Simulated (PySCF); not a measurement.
C5H9NSi.
Geometry (PBE0-D3(BJ)/def2-SVP, Å), atoms numbered from 1 in this order:
```
atom  x, y, z in Å
C1    -2.5275    0.4490   -0.1827
Si2   -1.3069   -0.8790    0.2996
N3     0.3542   -0.2818    0.0963
C4     1.3384   -0.8620   -0.6780
C5     2.4926   -0.1250   -0.5608
C6     2.2112    0.9543    0.3246
C7     0.8969    0.8285    0.7087
H8    -2.4269    0.6971   -1.2500
H9    -2.3567    1.3676    0.3996
H10   -3.5604    0.1161    0.0041
H11   -1.3970   -2.0752   -0.5847
H12   -1.5094   -1.2853    1.7221
H13    1.1325   -1.7605   -1.2571
H14    3.4374   -0.3349   -1.0588
H15    2.8977    1.7365    0.6438
H16    0.3021    1.4473    1.3791
```

The closed-shell ground state was solved at several levels (PySCF, density fitting, gas phase, non-relativistic).

| level | basis functions | HOMO (eV) | LUMO (eV) | gap (eV) | dipole (D) |
| --- | --- | --- | --- | --- | --- |
| PBE0/pcSseg-1 | 171 | -6.12 | 0.69 | 6.81 | 2.00 |
| wB97X-D/def2-SVPD | 216 | -7.96 | 2.02 | 9.98 | 1.97 |

(1) Estimate the row for KT3/pcSseg-1, a basis of 171 functions; the other rows only guide the guess.

(2) Over all these levels, which gives the widest orbital gap and which the narrowest?

(3) How far do the dipole and the HOMO energy spread over the levels?

## Answers

(1) HOMO -5.05 eV, LUMO -0.19 eV, gap 4.86 eV, dipole 1.96 D.

(2) wB97X-D/def2-SVPD (range-separated hybrid) has the widest, 9.98 eV, and KT3/pcSseg-1 (GGA) the narrowest, 4.86 eV. Functional and basis both differ between the two, so the spread mixes both effects.

(3) The dipole runs from 1.96 to 2.00 D (mean 1.98 D) and the HOMO from -7.96 to -5.05 eV.

One conformer stands for the species.
